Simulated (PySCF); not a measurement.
PySCF input (CCSD(T)/cc-pVDZ):

```python
from pyscf import gto, scf, mp, cc as ccmod

mol = gto.M(
    atom='''
    B    -0.16345875   -0.05824432    0.01098435
    Cl    0.07314747    1.62936405    0.07083273
    Cl    1.01266748   -1.28061557   -0.14560156
    N    -1.65577316   -0.53434984    0.11389600
    H    -2.22045636   -0.13334527   -0.64321477
    H    -2.08332511   -0.21044242    0.98863700
    H    -1.74736665   -1.55326598    0.07345409
    ''',
    basis='cc-pvdz',
    charge=1,
    spin=0,
    verbose=4,
)

mf = scf.RHF(mol)
mf.conv_tol = 1e-10
mf.max_cycle = 100
mf.kernel()
mp2 = mp.MP2(mf, frozen=12).run()
cc = ccmod.CCSD(mf, frozen=12)
cc.max_cycle = 100
cc.kernel()
et = cc.ccsd_t()
print(f'E(CCSD(T)) = {cc.e_tot + et:.9f}')
```

End of the output:

```
Extra cycle  E= -999.759424355625  delta_E= -1.82e-12  |g|= 2.57e-07  |ddm|= 9.72e-07
converged SCF energy = -999.759424355625

******** <class 'pyscf.mp.mp2.RMP2'> ********
nocc = 12, nmo = 67
frozen orbitals 12
E(RMP2) = -1000.28410798282  E_corr = -0.524683627192493
E(SCS-RMP2) = -1000.26955454741  E_corr = -0.510130191785068
E_corr(same-spin) = -0.137873262514527
E_corr(oppo-spin) = -0.386810364677966

******** <class 'pyscf.cc.ccsd.CCSD'> ********
CC2 = 0
CCSD nocc = 12, nmo = 67
frozen orbitals 12
max_cycle = 100
direct = 0
conv_tol = 1e-07
conv_tol_normt = 1e-05
diis_space = 6
diis_start_cycle = 0
diis_start_energy_diff = 1e+09
Init t2, MP2 energy = -1000.28410798236  E_corr(MP2) -0.524683626732575
Init E_corr(CCSD) = -0.524683626732617
cycle = 1  E_corr(CCSD) = -0.549250085281131  dE = -0.0245664585  norm(t1,t2) = 0.0555991
cycle = 2  E_corr(CCSD) = -0.559714458128334  dE = -0.0104643728  norm(t1,t2) = 0.0168538
cycle = 3  E_corr(CCSD) = -0.561313628723774  dE = -0.0015991706  norm(t1,t2) = 0.00925005
cycle = 4  E_corr(CCSD) = -0.563175565875807  dE = -0.00186193715  norm(t1,t2) = 0.00393781
cycle = 5  E_corr(CCSD) = -0.562972427218984  dE = 0.000203138657  norm(t1,t2) = 0.00113989
cycle = 6  E_corr(CCSD) = -0.562946625445257  dE = 2.58017737e-05  norm(t1,t2) = 0.000217624
cycle = 7  E_corr(CCSD) = -0.562952465310036  dE = -5.83986478e-06  norm(t1,t2) = 7.29596e-05
cycle = 8  E_corr(CCSD) = -0.562953951875201  dE = -1.48656517e-06  norm(t1,t2) = 1.85786e-05
cycle = 9  E_corr(CCSD) = -0.562953444333132  dE = 5.07542069e-07  norm(t1,t2) = 6.2222e-06
cycle = 10  E_corr(CCSD) = -0.562953349629632  dE = 9.47035003e-08  norm(t1,t2) = 2.22524e-06
CCSD converged
E(CCSD) = -1000.322377705255  E_corr = -0.5629533496296319
CCSD(T) correction = -0.015175598994225
E(CCSD(T)) = -1000.337553304
```

It need not be the lowest isomer of its formula.
